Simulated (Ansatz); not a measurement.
Total energies of Si₁₄H₂₂, a nanocrystal with a defect cut from the lattice of silicon (two caps of one atom removed) from Ansatz at B3LYP-D4/def2-TZVP, gas phase (1 Eh = 27.2114 eV = 2625.5 kJ/mol). The reference geometry is relaxed at PBE-D4/def2-SVP.

```xyz
36

Si    1.082    1.237   -3.987
Si   -2.090    2.417    3.012
Si   -0.490    1.876   -0.395
Si    1.793    1.521    2.813
Si    0.699   -1.682    0.774
Si    2.279   -2.347   -2.809
Si   -0.927   -1.068    4.157
Si   -0.846    1.238   -2.634
Si    2.874   -0.117   -3.278
Si   -2.520    1.816    0.783
Si   -0.284    1.195    3.925
Si    0.462   -2.675   -1.347
Si   -1.206   -2.120    2.076
Si    1.193    0.626    0.692
H     0.676    0.779   -5.367
H     1.571    2.659   -4.102
H    -3.303    2.251    3.897
H    -1.715    3.879    3.016
H    -0.024    3.315   -0.396
H     1.868   -2.348    1.466
H     1.945   -3.021   -4.118
H     3.480   -3.052   -2.226
H    -2.169   -1.148    5.013
H     0.178   -1.797    4.882
H    -1.829    2.217   -3.232
H    -1.492   -0.122   -2.652
H     3.877   -0.153   -4.407
H     3.550    0.501   -2.084
H    -3.477    2.804    0.162
H    -3.133    0.444    0.693
H    -0.149    1.706    5.345
H    -0.808   -2.169   -1.978
H     0.304   -4.163   -1.135
H    -2.441   -1.626    1.372
H    -1.335   -3.611    2.270
H     2.405    0.736   -0.205
```

```
                 state                    geometry  energy (Eh)
      charge 0 singlet                   reference  -4066.65984
      charge 1 doublet                   reference  -4066.38299
     charge -1 doublet                   reference  -4066.75390
      charge 0 triplet  relaxed at PBE-D4/def2-SVP  -4066.64285
free Si atom (triplet)                           –   -289.39205
 free H atom (doublet)                           –     -0.50215
```

B3LYP takes the VWN-RPA correlation. Single mean-field runs in def2-TZVP are fitted with def2-universal-jkfit.

Task: Work out the vertical ionisation energy to the doublet.

Result: E(charge 1 doublet) − E(charge 0 singlet) = -4066.38299 − (-4066.65984) = 0.27685 Eh = 7.53 eV. For comparison, −ε of the highest occupied level is 6.11 eV at this level, 1.42 eV less.

Task: Work out the vertical electron affinity, to the doublet.

Result: E(charge 0 singlet) − E(charge -1 doublet) = -4066.65984 − (-4066.75390) = 0.09406 Eh = 2.56 eV. The basis lacks diffuse functions, which makes affinities too small.

Task: Give the fundamental gap IE − EA, the Mulliken electronegativity (IE + EA)/2 and the hardness (IE − EA)/2.

Result: From the values in Eh: IE − EA = 0.27685 − 0.09406 = 0.18279 Eh = 4.97 eV; (IE + EA)/2 = 5.05 eV; (IE − EA)/2 = 2.49 eV. The HOMO–LUMO gap of the same run is 2.35 eV, 2.62 eV smaller than the fundamental gap.

Task: Which of the charge 0 states is lowest, and how far above it are the others?

Result: The singlet. triplet: -4066.64285 − (-4066.65984) = 0.01699 Eh = 44.6 kJ/mol.

Task: What is the binding energy per atom against free atoms?

Result: Atoms: 14 × (-289.39205) + 22 × (-0.50215) = -4062.53600 Eh. Binding: -4062.53600 − (-4066.65984) = 4.12384 Eh = 112.22 eV, or 3.12 eV for each of 36 atoms (no zero-point energy, no counterpoise term).

The restricted singlet is unstable towards broken spin symmetry in Hartree–Fock (as tested in another run); at B3LYP-D4/def2-TZVP this wasn't settled.
